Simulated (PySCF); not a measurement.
**Structure elucidation problem**

Molecular formula: C₄H₅F₃O. Simulated spectra:

1H NMR (500 MHz, computed): δ 2.25 (m, 2H), 1.10 (t, 3H).

13C{1H} NMR (computed): δ 163.1 (C), 123.8 (C), 34.3 (CH2), 9.1 (CH3).

All values are calculated (PySCF 2.14): coordinates at the GFN2-xTB level, σ from GIAO-PBE0/pcSseg-1. Isolated molecule, relativity neglected, averaged over atoms made equivalent by symmetry, fast rotation or ring inversion, one computed conformer.

Chemical shifts δ = σref − σ; 1H (σ = 31.72 ppm) and 13C (σ = 186.93 ppm) vs TMS, all at this level.

Task: Choose the structure that fits.
A. CO/C(F)=C/C(F)F
B. CCC(F)(F)C(=O)F
C. C[C@@H](F)[C@@H](F)C(=O)F

Result: B. 

1. Rings plus π bonds: 1 (no ring in the answer).
2. 4 carbon signals for 4 carbons: no two carbons are equivalent.
3. Carbon types of the structure: 2 × C, 1 × CH2, 1 × CH3, which accounts for all hydrogens.
4. δC 163.1: carbonyl carbon.
5. δC 123.8: fully substituted sp3 carbon bonded to 2 F, α to a carbonyl; 2 electronegative neighbours deshield it.
6. δC 34.3: sp3 CH2; saturated and bonded to C and H only.
7. δC 9.1: methyl carbon; saturated and bonded to C and H only.
8. δH 1.10: hydrogen on a methyl carbon; far from electronegative atoms and π systems.

The others: C[C@@H](F)[C@@H](F)C(=O)F would give 3 signals for carbon-bound and other non-exchanging H, not 2; CO/C(F)=C/C(F)F would give 3 signals for carbon-bound and other non-exchanging H, not 2.

Splittings by 19F in the carbon and heteronuclear signals aren't shown, as no couplings were computed. Shifts are as computed. Against solution values, carbons near 30 ppm lie about +3 ppm off and those near 130 ppm about +5 ppm. Of 1211 compounds with measured shifts, 218 miss one by over three times the rms of a fit or turn the order of signals round; such compounds aren't used in these exercises. No couplings were computed; multiplicities are counted from neighbouring protons, with m where these are inequivalent, close in shift, in a saturated or five-membered ring or joined by F or P, and br s for small geminal =CH2 splittings.
